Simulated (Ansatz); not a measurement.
Geometry optimisation, Ansatz 0.2.0, RHF/def2-SVP.

Input:

```yaml
crystal:
  periodic: [false, false, false]
  atoms:
    - { symbol: Zn, position_ang: [0.877401, -0.279495, -0.491884] }
    - { symbol: O, position_ang: [-0.227244, 0.123854, 2.244373] }
    - { symbol: H, position_ang: [-0.642781, -0.568072, 2.737456] }
    - { symbol: O, position_ang: [-0.212693, -0.097269, -1.877413] }
    - { symbol: H, position_ang: [-0.203843, -0.672237, -2.625882] }
    - { symbol: F, position_ang: [2.070428, -0.505906, 0.744475] }
    - { symbol: H, position_ang: [0.726732, -0.044176, 2.312075] }
basis:
  gaussian: { orbitals: def2-SVP }
hamiltonian:
  xc: hf
relax:
  f_tol: 0.03
  max_steps: 50
output:
  orbitals: {}
```

Launched with:

```bash
$ ansatz run input.yaml --threads 1 --pin off --max-ram 2048MiB --backend cpu --events-out ev --progress --plain --runs-dir out
```

Q: Where does it end, and by what steps?

A: The run converged. The force dipped under the threshold on the way, but the program's further checks kept it going. After 15 steps the energy has fallen by 0.418 eV; H3 moved furthest, 0.61 Å. Joined: Zn1–O2 (2.98 → 2.13 Å).

| step | energy less start (eV) | largest force component (eV/Å) | accepted |
| --- | --- | --- | --- |
| 0 | 0.0000 | 1.253 | yes |
| 1 | -0.0808 | 1.139 | yes |
| 2 | -0.2170 | 1.260 | yes |
| 3 | -0.2981 | 2.576 | yes |
| 4 | -0.3566 | 1.535 | yes |
| 5 | -0.4047 | 0.487 | yes |
| 6 | -0.4074 | 0.259 | yes |
| 7 | -0.4146 | 0.112 | yes |
| 8 | -0.4156 | 0.114 | yes |
| 9 | -0.4165 | 0.079 | yes |
| 10 | -0.4181 | 0.057 | yes |
| 11 | -0.4181 | 0.053 | no |
| 12 | -0.4181 | 0.024 | yes |
| 13 | -0.4174 | 0.131 | no |
| 14 | -0.4181 | 0.045 | no |
| 15 | -0.4182 | 0.018 | yes |

```xyz
7
Properties=species:S:1:pos:R:3
Zn 0.789 -0.317 -0.174
O -0.035 -0.128 1.782
H -0.841 -0.238 2.265
O -0.433 -0.355 -1.490
H -0.167 -0.429 -2.391
F 2.363 -0.373 0.687
H 0.712 -0.204 2.364
```

Whether the end is a true minimum wasn't checked by a vibrational analysis.

Time of the run: 26 s on 1 thread of Arm Neoverse V2, on a shared host, peak memory 0.17 GiB.
